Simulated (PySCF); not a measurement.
C6H7ClF2.
SMILES with atom numbers: `[CH3:1][CH2:2]/[CH:3]=[C:4]([F:5])\[C:6]([Cl:7])=[CH:8]/[F:9]` (hydrogens: H10, H11, H12 on C1; H13, H14 on C2; H15 on C3; H16 on C8)

Geometry (GFN2-xTB, Å), atoms numbered from 1 in this order:
```xyz
16
C6H7ClF2 angstrom
C     -2.193    0.964    0.375
C     -0.989    0.027    0.423
C     -0.436   -0.198   -0.941
C      0.848   -0.292   -1.272
F      1.170   -0.427   -2.584
C      2.017   -0.236   -0.395
Cl     3.335    0.741   -0.948
C      2.156   -0.876    0.765
F      1.219   -1.708    1.237
H     -2.977    0.550   -0.255
H     -1.905    1.933   -0.025
H     -2.596    1.109    1.374
H     -1.298   -0.936    0.842
H     -0.221    0.438    1.080
H     -1.157   -0.269   -1.744
H      3.020   -0.813    1.407
```

A PySCF run (density fitting, gas phase, GFN2-xTB geometry) gave HOMO -6.96 eV, LUMO -1.47 eV, dipole 2.13 D and E = -892.265 Eh.

Task: Which of these levels was it?
A. OPBE/STO-3G
B. X3LYP/pcSseg-0
C. BP86/3-21G
D. B3LYP/def2-SVPD
E. PBE0/def2-SVP

Result: D. It is B3LYP/def2-SVPD. All candidates on this geometry:

| level and settings | kind | basis functions | SCF cycles | E (Eh) | HOMO (eV) | LUMO (eV) | dipole (D) |
| --- | --- | --- | --- | --- | --- | --- | --- |
| BP86/3-21G | GGA | 99 | 15 | -888.1333 | -5.67 | -1.67 | 2.09 |
| OPBE/STO-3G | GGA | 56 | 15 | -881.9816 | -3.25 | 0.93 | 2.10 |
| B3LYP/def2-SVPD | global hybrid | 249 | 14 | -892.2650 | -6.96 | -1.47 | 2.13 |
| X3LYP/pcSseg-0, start guess atom | global hybrid | 99 | 11 | -890.9816 | -6.96 | -1.20 | 2.26 |
| PBE0/def2-SVP, energy threshold 1e-08 Eh | global hybrid | 165 | 10 | -891.5951 | -6.97 | -0.96 | 2.01 |

The nearest other candidate, by the summed differences of HOMO and LUMO, is X3LYP/pcSseg-0: its HOMO differs by 0.00 eV and its LUMO by +0.27 eV. Cycle counts include a coarse-grid stage where the run had one.
